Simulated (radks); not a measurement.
Values are calculated unless marked as measured or tabulated.
Sr I, 38 electrons, occupied as [Kr] 5s2. Level of theory: Dirac Kohn-Sham, PBE, spin-unpolarised, spherical densities, point nucleus (a radial shooting solver on a logarithmic mesh with Libxc functionals).

Spin-orbit splittings of the eigenvalues, e(l+1/2) - e(l-1/2), with zeta = 2 splitting/(2l+1) and mean radii in bohr:

| shell | occ. | splitting (eV) | zeta (eV) | <r> j=l-1/2 | <r> j=l+1/2 |
|---|---|---|---|---|---|
| 2p | 6 | 68.41 | 45.61 | 0.1475 | 0.1517 |
| 3p | 6 | 10.49 | 6.991 | 0.4913 | 0.5018 |
| 3d | 10 | 1.830 | 0.7320 | 0.4962 | 0.4998 |
| 4p | 6 | 1.160 | 0.7734 | 1.545 | 1.579 |
| 4d | 0 | 0.04620 | 0.01848 | 3.505 | 3.557 |
| 5p | 0 | 0.06212 | 0.04141 | 5.845 | 5.959 |
